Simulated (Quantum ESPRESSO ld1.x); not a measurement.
Bi, configuration [Xe] 4f14 5d8 6s2 6p5 (not the ground configuration).

All-electron calculation, scalar-relativistic Kohn-Sham, LDA (Slater exchange, VWN5 correlation), spin-polarised, spherical densities, point nucleus; open shells are filled with parallel spins first. Program: ld1.x of Quantum ESPRESSO 7.5.

Energy parts (Ry):
part                       energy
total                  -43034.961
kinetic                 48821.692
electron-nucleus      -107546.494
Hartree                 16454.952
exchange-correlation     -765.111

Orbitals (lengths in bohr, moments of r in powers of bohr):
| orbital | occ. | eigenvalue (Ry) | <r^2> | <r> | <1/r> |
|---|---|---|---|---|---|
| 1s up | 1 | -6661.22 | 0.0003463 | 0.01579 | 103.3 |
| 1s down | 1 | -6661.22 | 0.0003463 | 0.01579 | 103.3 |
| 2s up | 1 | -1197.72 | 0.005246 | 0.06650 | 24.26 |
| 2s down | 1 | -1197.70 | 0.005246 | 0.06650 | 24.27 |
| 2p up | 3 | -1024.86 | 0.004488 | 0.06056 | 21.22 |
| 2p down | 3 | -1024.85 | 0.004488 | 0.06056 | 21.22 |
| 3s up | 1 | -289.787 | 0.03373 | 0.1717 | 8.988 |
| 3s down | 1 | -289.777 | 0.03373 | 0.1717 | 8.988 |
| 3p up | 3 | -240.424 | 0.03505 | 0.1738 | 8.106 |
| 3p down | 3 | -240.413 | 0.03505 | 0.1738 | 8.106 |
| 3d up | 5 | -190.833 | 0.02903 | 0.1575 | 7.602 |
| 3d down | 5 | -190.819 | 0.02903 | 0.1575 | 7.602 |
| 4s up | 1 | -67.1602 | 0.1606 | 0.3772 | 3.880 |
| 4s down | 1 | -67.1406 | 0.1606 | 0.3772 | 3.880 |
| 4p up | 3 | -50.9843 | 0.1844 | 0.4028 | 3.479 |
| 4p down | 3 | -50.9645 | 0.1843 | 0.4028 | 3.479 |
| 4d up | 5 | -32.5125 | 0.2061 | 0.4227 | 3.131 |
| 4d down | 5 | -32.4896 | 0.2060 | 0.4226 | 3.132 |
| 4f up | 7 | -12.1552 | 0.2318 | 0.4408 | 2.746 |
| 4f down | 7 | -12.1276 | 0.2311 | 0.4402 | 2.748 |
| 5s up | 1 | -12.4913 | 0.7642 | 0.8264 | 1.657 |
| 5s down | 1 | -12.3931 | 0.7623 | 0.8253 | 1.660 |
| 5p up | 3 | -7.88525 | 0.9902 | 0.9381 | 1.427 |
| 5p down | 3 | -7.77399 | 0.9886 | 0.9372 | 1.429 |
| 5d up | 5 | -2.69887 | 1.613 | 1.185 | 1.106 |
| 5d down | 3 | -2.58276 | 1.621 | 1.188 | 1.105 |
| 6s up | 1 | -1.39707 | 4.600 | 2.021 | 0.6400 |
| 6s down | 1 | -1.32089 | 4.690 | 2.039 | 0.6337 |
| 6p up | 3 | -0.51709 | 8.251 | 2.683 | 0.4762 |
| 6p down | 2 | -0.46395 | 8.659 | 2.744 | 0.4658 |

The highest occupied level is 6p down at -6.312 eV. Summed over all electrons, <r^2> = 79.08 bohr^2, which gives a Langevin (diamagnetic) susceptibility term of -62.6 x 10^-6 cm^3/mol. The density falls to 0.001 e/bohr^3 at r = 4.74 bohr. Spin moment in Bohr magnetons: 3.
